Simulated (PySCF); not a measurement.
CH₄O₃, SMILES OC(O)O. Atoms are numbered in the order given.

```xyz
8

O     -0.1606     0.7062     1.0927
C      0.3448     0.0213     0.0000
O     -0.0352    -1.3245     0.0000
O     -0.1606     0.7062    -1.0927
H      0.1658     0.2476     1.8780
H      1.4572    -0.0077     0.0000
H     -1.0069    -1.3180     0.0000
H      0.1658     0.2476    -1.8780
```

Coordinates come from a r2SCAN-D4/def2-SVP optimisation. The values are those of a single conformer.

Two levels are set side by side: PBE/pcJ-1 (PySCF) and PBE0/pcJ-1 (PySCF). One-bond couplings, all four terms, same geometry. Isotopes: 13C, 17O, 1H. Differences are taken from unrounded values.

| quantity | PBE0 |
|---|---|
| ¹J(C2,H6) (Hz) | 182.0 |

What does PBE give, and how far is it from PBE0? (An estimate is asked for; the answer gives what the named calculation found.)


| quantity | PBE | PBE minus PBE0 |
|---|---|---|
| ¹J(C2,H6) (Hz) | 175.7 | -6.3 |

Rough cost on one machine, each run with all the roots and properties that it gave: PBE0 against PBE about 3 times.
